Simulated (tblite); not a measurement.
Species: C₆H₁₀F₃OP.
Numbering: `[CH3:1][CH2:2][P:3]([CH2:4][C:5]([F:6])([F:7])[F:8])[C:9]([CH3:10])=[O:11]` (hydrogens: H12, H13, H14 on C1; H15, H16 on C2; H17, H18 on C4; H19, H20, H21 on C10)

Geometry (GFN2-xTB, Å), atoms numbered from 1 in this order:
```xyz
21
C6H10F3OP angstrom
C      2.7242    0.0193    0.5600
C      1.5433   -0.9060    0.3012
P     -0.0703   -0.0799    0.7318
C     -1.1528   -1.4342    0.0208
C     -2.5806   -1.0642    0.3110
F     -2.8487   -1.0747    1.6251
F     -2.8771    0.1763   -0.1187
F     -3.4707   -1.8877   -0.2639
C     -0.1355    1.0122   -0.8280
C     -0.2889    2.4665   -0.5482
O     -0.0657    0.5048   -1.9131
H      2.7140    0.3750    1.5885
H      3.6606   -0.5070    0.3870
H      2.6900    0.8820   -0.1028
H      1.5138   -1.2144   -0.7480
H      1.6225   -1.7970    0.9306
H     -0.9359   -2.3891    0.5025
H     -1.0076   -1.5113   -1.0607
H     -1.3008    2.6156   -0.1693
H     -0.1446    3.0647   -1.4451
H      0.4021    2.7659    0.2389
```

Level: GFN2-xTB in tblite, geometry and Hessian alike; calculated harmonic values, unscaled, isolated species. This tight-binding method is rough: wavenumbers can miss measured ones by several per cent, in bad cases by 10 to 20. One conformer, not necessarily the lowest.

Harmonic wavenumbers (cm⁻¹): 30.5, 39.7, 52.1, 69.6, 92.9, 137.0, 147.7, 183.1, 190.0, 235.3, 270.7, 289.4, 343.2, 359.8, 447.8, 474.8, 477.3, 497.2, 576.4, 608.2, 691.7, 751.0, 766.4, 819.4, 829.8, 953.4, 968.8, 984.1, 1002.0, 1015.1, 1043.4, 1077.7, 1109.1, 1152.3, 1167.1, 1216.8, 1221.5, 1250.4, 1355.4, 1391.1, 1408.7, 1429.0, 1430.1, 1432.7, 1495.2, 1498.8, 1772.4, 2936.9, 2943.9, 2947.2, 2985.0, 2998.1, 3012.6, 3025.0, 3026.8, 3034.2, 3040.4.

A = 1460, B = 625.6, C = 535.7 MHz; mass 186.042 u (most abundant isotopes); point group C1, symmetry number 1.

Problem. Zero-point energy?

Solution. Half the sum of the wavenumbers: 33353 cm⁻¹ = 95.36 kcal/mol.

Problem. What is S at 298.15 K and 1 bar for an ideal gas of classical rigid rotors and harmonic oscillators?

Solution. Translation 41.59, rotation 30.86, vibration 46.93: S = 119.4 cal/(mol K).

Problem. And Cp and H(298.15 K) − H(0)?

Solution. Cp = 49.24 cal/(mol K), of which vibrations give 41.30 (their classical limit is 57 R = 113.3); H(298.15 K) − H(0) = 9.19 kcal/mol without the zero-point energy, 6.82 from vibrations.

Problem. Which modes carry the vibrational entropy at 298.15 K?

Solution. 30.5 cm⁻¹: 5.80; 39.7 cm⁻¹: 5.27; 52.1 cm⁻¹: 4.74; 69.6 cm⁻¹: 4.16; 92.9 cm⁻¹: 3.60; 137.0 cm⁻¹: 2.85 cal/(mol K); the other 51 give 20.52 together.

Problem. How do the functions run with temperature in this model?

Solution. 
```json
{"T (K)": "100", "S (cal/(mol K))": "80.5", "Cp (cal/(mol K))": "25.5", "H − H(0) (kcal/mol)": "1.72", "G − H(0) (kcal/mol)": "-6.33", "ln q(vib)": "3.78"}
{"T (K)": "200", "S (cal/(mol K))": "102.1", "Cp (cal/(mol K))": "37.9", "H − H(0) (kcal/mol)": "4.91", "G − H(0) (kcal/mol)": "-15.52", "ln q(vib)": "8.18"}
{"T (K)": "300", "S (cal/(mol K))": "119.7", "Cp (cal/(mol K))": "49.5", "H − H(0) (kcal/mol)": "9.28", "G − H(0) (kcal/mol)": "-26.63", "ln q(vib)": "12.18"}
{"T (K)": "500", "S (cal/(mol K))": "149.8", "Cp (cal/(mol K))": "68.9", "H − H(0) (kcal/mol)": "21.23", "G − H(0) (kcal/mol)": "-53.66", "ln q(vib)": "19.48"}
{"T (K)": "800", "S (cal/(mol K))": "186.5", "Cp (cal/(mol K))": "87.0", "H − H(0) (kcal/mol)": "44.87", "G − H(0) (kcal/mol)": "-104.32", "ln q(vib)": "29.21"}
{"T (K)": "1000", "S (cal/(mol K))": "206.8", "Cp (cal/(mol K))": "94.6", "H − H(0) (kcal/mol)": "63.07", "G − H(0) (kcal/mol)": "-143.70", "ln q(vib)": "35.01"}
```

q(vib) and H(0) count from the zero-point level.

Hindered rotation and anharmonicity are outside this model. Other conformers, if any are populated, would add a mixing term that is left out. The structure is chiral; the term R ln 2 for an equal mix with its mirror image is left out.
